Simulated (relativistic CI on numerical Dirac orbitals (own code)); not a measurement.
**V: sensitivity of the levels to the model**

Base calculation: Dirac-Coulomb-Breit CI, KLI orbitals optimised for each configuration, model QED (radiative potential, 1s self-energy scaled to tabulated hydrogen-like ionisation energies), valence Slater integrals scaled by 0.85, P86 correlation energy added to each configuration.

Configuration list (outside the closed core [Ar]): 3d3.4s2, 3d4.4s, 3d4.4p, 3d3.4s.4p, 3d5, 3d3.4s.4d, 3d4.4d, 3d3.4s.5s, 3d2.4s2.4p, 3d4.5s, 3d3.4s.6s, 3d3.4s.5p, 3d3.4s.4f, 3d3.4s.6p, 3d4.5p, 3d3.4p2, 3d2.4p3. Double excitations out of closed p, d and f shells are left out; levels of such configurations are missing from the list, as are those of other unlisted configurations, and high levels can miss mixing partners.

The lowest level and the first level of each name with at least 55 % of one term (blank where a level has no safe partner in the second run):

```csv
Level,Base (cm⁻¹),Shift (cm⁻¹)
3d3.4s2 4F_3/2,0.0,0.0
3d3.4s2 4F_5/2,131.5,-1.5
3d3.4s2 4F_7/2,310.7,-3.6
3d3.4s2 4F_9/2,533.1,-6.1
3d4.4s 6D_1/2,4555.2,-3029.6
3d4.4s 6D_3/2,4589.9,-3025.2
3d4.4s 6D_5/2,4646.9,-3017.9
3d4.4s 6D_7/2,4725.1,-3007.6
3d4.4s 6D_9/2,4822.9,-2994.4
3d3.4s2 4P_1/2,10504.1,-206.5
3d3.4s2 4P_3/2,10585.1,-200.5
3d3.4s2 4P_5/2,10754.2,-193.2
3d3.4s2 2G_7/2,11198.4,-135.8
3d3.4s2 2G_9/2,11393.8,-138.0
3d4.4s 4D_1/2,11717.1,+465.7
3d4.4s 4D_3/2,11774.7,+470.3
3d4.4s 4D_5/2,11867.9,+477.6
3d4.4s 4D_7/2,11993.8,+487.4
3d3.4s.4p 6G°_3/2,12906.3,
3d3.4s.4p 6G°_5/2,12987.4,
3d3.4s.4p 6G°_7/2,13100.2,
3d3.4s.4p 6G°_9/2,13243.9,
```

For a near-neutral ion this model can misplace configurations by up to about 10,000 cm⁻¹ (more where the count of f electrons changes) and terms by 10 to 25 % of their spread. Rates follow the energies as ν³ (E1, M1) or ν⁵ (E2), so they and the lifetimes can be off by large factors. The fine structure of a lone outer electron comes out too small, for d and f at times inverted, and misplaced configurations move strength between like terms. 41 of the 51 excited levels that our extract of the measured tables holds in this range could be paired (the sources list more); they are missed by 1993 cm⁻¹ on average and 5384 at most, and levels without a partner can miss by more.

One thing was changed in a second run, which moved the levels as shown. Which?
A. Breit term removed
B. Slater integrals left unscaled
C. only the first 3 configurations
D. self-excluded LDA correlation estimate
E. QED terms removed

C. Only the first 3 configurations. With fewer configurations the levels that remain lose their mixing partners.
